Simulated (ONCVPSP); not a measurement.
**Configuration tests for cadmium (ONCV)**

| Quantity | Value |
| --- | --- |
| Element | cadmium |
| Generator | ONCVPSP 4.0.1 |
| Type | optimised norm-conserving Vanderbilt (ONCV) |
| Functional | PBEsol |
| Relativity | scalar-relativistic |
| Frozen core | [Ar] 3d10 |
| Valence charge | 20 |
| Reference configuration | 4s2 4p6 4d10 5s1.75 5p0.25 |
| Partial waves | 4s+5s: rc 1.45 bohr, ncon 4, nbas 8, qcut 9.2 1/bohr, 2 projectors; 4p+5p: rc 1.85 bohr, ncon 4, nbas 7, qcut 6.3 1/bohr, 2 projectors; 4d: rc 1.30 bohr, ncon 3, nbas 7, qcut 7.5 1/bohr, 2 projectors, debl 3.6 Ha |
| Local potential | polynomial inside 0.95 bohr (lpopt 3, dvloc0 0 Ha) |
| Core correction | Teter function, fcfact 4.75, rcfact 1.05 |

Energies are relative to the spin-unpolarised reference configuration 4s2 4p6 4d10 5s1.75 5p0.25; without spin polarisation the order of configurations can differ from experiment. Not all tests gave a result: 1 of 4 tests not solved or not reliable.

| valence configuration | charge | ΔE all-electron (eV) | error AE − PS (meV) |
| --- | --- | --- | --- |
| 4s2 4p6 4d10 5s2 5p0 | 0 | -1.149 | +0.1 |
| 4s2 4p6 4d10 5s1 5p0 | +1 | 8.160 | -1.5 |
| 4s2 4p6 4d10 5s0 5p1 | +1 | 14.009 | -2.9 |

Levels in the configuration 4s2 4p6 4d10 5s0 5p1:

```
level  all-electron (eV)  pseudo (eV)
   4s           -116.298     -116.326
   4p            -77.402      -77.417
   4d            -22.089      -22.094
   5p             -8.172       -8.172
```
